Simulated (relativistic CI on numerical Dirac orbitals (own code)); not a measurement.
Ca6+: calculation against measurement

Method of calculation: Dirac-Coulomb-Breit CI, separate exchange-only KLI orbitals for each configuration, model QED (radiative potential, 1s self-energy scaled to tabulated hydrogen-like ionisation energies), valence Slater integrals scaled by 0.9, P86 correlation estimate, and configurations built on the next ion tied to the tabulated ionisation energy (semi-empirical) (own radial code, finite nucleus).

Configuration list (outside the closed core [Ne]): 3s2 3p2, 3s2 3p 3d, 3s2 3p 4s, 3s2 3p 4p, 3s2 3p 4d, 3s2 3p 5s, 3s2 3p 4f, 3s 3p3, 3p4, 3s2 3d2, 3s 3p2 3d, 3p2 3d2, 3p3 3d, 3s 3p 3d2, 3s 3p2 4s, 3s 3p2 4p, 3s2 3p 5p, 3s2 3d 4s, 3s2 3p 5d, 3s 3p2 4d, 3s2 3p 5f, 3s2 3p 5g, 3s 3p2 4f, 3s2 3d 4p. Levels of other configurations are missing.

| Configuration | Term (tabulated) | J | Measured (cm⁻¹) | Computed | Error | Purity (%) |
| --- | --- | --- | --- | --- | --- | --- |
| 3s2 3p2 | 3P | 0 | 0.0 | 0 | 0 | 96 |
| 3s2 3p2 | 3P | 1 | 1624.9 | 1613 | -12 | 96 |
| 3s2 3p2 | 3P | 2 | 4071.4 | 4043 | -28 | 95 |
| 3s2 3p2 | 1D | 2 | 21864.0 | 21958 | 94 | 95 |
| 3s2 3p2 | 1S | 0 | 48981.4 | 48506 | -476 | 95 |
| 3s 3p3 | 3D° | 1 | 160157.5 | 160491 | 334 | 84 |
| 3s 3p3 | 3D° | 2 | 160220.3 | 160563 | 343 | 84 |
| 3s 3p3 | 3D° | 3 | 160529.2 | 160891 | 362 | 85 |
| 3s 3p3 | 3P° | 1 | 185392.9 | 184593 | -800 | 84 |
| 3s 3p3 | 3P° | 2 | 185412.2 | 184548 | -864 | 82 |
| 3s 3p3 | 3S° | 1 | 245240.5 | 245789 | 548 | 85 |
| 3s 3p3 | 1P° | 1 | 252489.9 | 252227 | -262 | 73 |
| 3s2 3p 3d | 3P° † | 2 | 286224.0 | 275359 | -10865 | 77 |
| 3s2 3p 3d | 3P° † | 1 | 288160.0 | 276759 | -11401 | 81 |
| 3s2 3p 3d | 3P° † | 0 | 289004.0 | 277513 | -11491 | 83 |
| 3s2 3p 3d | 3D° † | 2 | 295772.0 | 284915 | -10857 | 81 |
| 3s2 3p 3d | 3D° † | 3 | 296132.0 | 285238 | -10894 | 83 |
| 3s2 3p 3d | 1F° † | 3 | 324885.0 | 312838 | -12047 | 96 |
| 3s2 3p 4s | 3P° | 0 | 490059.0 | 489688 | -371 | 98 |
| 3s2 3p 4s | 3P° | 1 | 490919.0 | 490589 | -330 | 92 |
| 3s2 3p 4s | 3P° | 2 | 494262.0 | 493964 | -298 | 98 |
| 3s2 3p 4s | 1P° | 1 | 498683.0 | 498824 | 141 | 92 |

Measured levels from Sugar and Corliss, J. Phys. Chem. Ref. Data 8, 865 (1979); pairs were made by configuration, J and term (by order where the table uses no LS term), so strongly mixed levels may be paired wrongly. Some J values or terms of the table were assigned by a fit.

Mean error by configuration (cm⁻¹): 3s2 3p2 -105; 3s 3p3 -48; 3s2 3p 4s -215. Over the excited levels the mean absolute error is 351 cm⁻¹ (21 of the 21 excited levels that our extract of the source holds in range could be paired), and the median relative error of those above 1,000 cm⁻¹ is 0.22 %. † marks terms whose computed intervals miss the measured ones by more than a factor of 2.5, or configurations far off the rest, from wrong mixing, a near crossing or a doubtful label or measurement; they are left out of the means.
